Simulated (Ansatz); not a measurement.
`[SiH3]O[Si]Br` + `[OH][AlH2]` → `[AlH2][O][SiH3]` + `O[Si]Br`  (ligand exchange at the Si–O bond)

Program: Ansatz. Geometries: PBE0-D4/def2-TZVP. ΔE: electronic, gas phase. CBS: MP2 limit from def2 TZ/QZ plus the TZ coupled-cluster correction, frozen cores. This one scheme is used for every species. For Br outer-core shells are correlated without core-valence functions, which leaves a few kJ/mol of doubt a bond. Scalar relativity is left out up to krypton. One conformer a species, not always the lowest.

| level | ΔE (kcal/mol) |
| --- | --- |
| HF/def2-QZVPP | -4.4 |
| CCSD/CBS(def2) | -2.5 |

Q: What does CCSD(T)/CBS give? (Estimate.)

A: The calculation gave: -2.1 kcal/mol. The listed levels differ from it by -2.3, -0.4 kcal/mol.

Largest T1 diagnostic among the species: 0.012.

Leaving LDA and LC-ωPBE aside and taking each functional with its dispersion term where it has one, the values, not all of them listed here, spread over 1.5 kcal/mol, from B97M-V to BLYP-D4. The D4 term adds +1.3 kcal/mol with B3LYP and +0.7 kcal/mol with PBE0; it sums over pairs of atoms, weighted by their polarisabilities, and B3LYP, whose exchange is more repulsive, gets the larger term. In def2-TZVPP, CCSD(T) changes the Hartree–Fock value by +2.1 kcal/mol (the triples alone add +0.4 kcal/mol) and MP2 by +2.3 kcal/mol.

B3LYP here is the variant with VWN-RPA as its local correlation; programs differ in this.
